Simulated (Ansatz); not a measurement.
Cost and result for the atomization energy of `O[Si](O)(Cl)[SiH](F)Cl` (10 atoms, 9 bonds).

Cartesian coordinates in Å:
```
O -0.625 -1.813 -0.394
Si -0.356 -0.450 0.444
O 0.557 -0.801 1.753
Cl -2.103 0.417 1.106
Si 0.676 1.026 -1.051
F 1.148 2.306 -0.220
Cl -0.672 1.633 -2.458
H -0.978 -2.583 0.058
H 0.492 -0.225 2.517
H 1.862 0.490 -1.755
```

Charge 0, multiplicity 1. Geometry: relaxed with PBE0-D4/def2-TZVP. It is one conformer, not always the lowest. Program: Ansatz. All runs use 2 threads of an AMD EPYC 7R13 on a shared host and a share of an NVIDIA H100 80 GB. Times are those of one run each, without the atoms' runs, and a repeat can differ threefold. Electronic energies, without spin–orbit coupling; frozen cores. CCSD(T)/CBS adds CCSD(T) − MP2 in def2-TZVPP to the MP2 limit, and its time is that of the two runs behind it. T1 = 0.011. B3LYP takes the VWN-RPA correlation (the form of Gaussian; ORCA's B3LYP/G).

CCSD(T)/CBS is a level of theory with its own doubt, some kJ/mol a heavy atom from the limit and from the frozen cores, so smaller differences don't rank the functionals.

```
                             level  functions  wall time  atomization (kJ/mol)  difference from CCSD(T)/CBS  per bond
                PBE0-D4/def2-TZVPP        303      2.2 s                3760.1                        -61.4      -6.8
 B3LYP-D4/def2-TZVPP (with forces)        303      2.5 s                3753.2                        -68.3      -7.6
r2SCAN-D4/def2-TZVPP (with forces)        303      2.7 s                3815.3                         -6.2      -0.7
                 B2PLYP/def2-TZVPP        303      2.8 s                3730.5                        -91.0     -10.1
                    MP2/def2-QZVPP        541      3.2 s                3910.6                         89.1       9.9
   PBE-D4/def2-TZVPP (with forces)        303      3.3 s                3845.0                         23.5       2.6
  ωB97M-V/def2-TZVPP (with forces)        303      3.8 s                3811.5                        -10.0      -1.1
                ωB97X-V/def2-TZVPP        303      4.6 s                3815.1                         -6.4      -0.7
                CCSD(T)/def2-TZVPP        303      4.9 s                3681.0                       -140.5     -15.6
                 CCSD(T)/CBS(def2)          –      8.1 s                3821.5                          0.0       0.0
```

The D4 term adds +55.5 kJ/mol with B3LYP and +29.5 kJ/mol with PBE0; it sums over pairs of atoms, weighted by their polarisabilities, and B3LYP, whose exchange is more repulsive, gets the larger term. From PBE to PBE0 (25 % exact exchange), in def2-TZVPP and without D4, the atomization energy moves by −80.3 kJ/mol: exact exchange takes away binding that semilocal exchange gives to molecules. In def2-TZVPP, CCSD(T) changes the Hartree–Fock value by +955.7 kJ/mol (the triples alone add +68.5 kJ/mol) and MP2 by +1100.6 kJ/mol; breaking electron pairs costs correlation energy, which Hartree–Fock lacks.
